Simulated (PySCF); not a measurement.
# Correlation energy of Sb²⁺ (antimony, charge +2)

[Kr] 4d10 5s1 5p2, high-spin 4P determinant (an excited configuration). Calculation: PySCF 2.14, in x2c-TZVPPall with one added diffuse shell each of s, p, d, f type (9s7p5d3f, 76 functions); the spin-free X2C one-electron Hamiltonian (Gaussian nucleus). Frozen: [Ar] 3d10; 21 electrons correlated.

```csv
level,correlation energy (mhartree)
CCSD,-296.61
(T),-4.30
CCSD(T),-300.91
```

Diagnostics: T1 = 0.0062, D1 = 0.0202, largest double amplitude 0.028.

Is a single reference adequate?

Yes, within this model without spin-orbit coupling: T1 lies below 0.03 and no double amplitude reaches 0.07.

This basis was not built for core-valence correlation, so the inner-shell part is incomplete.
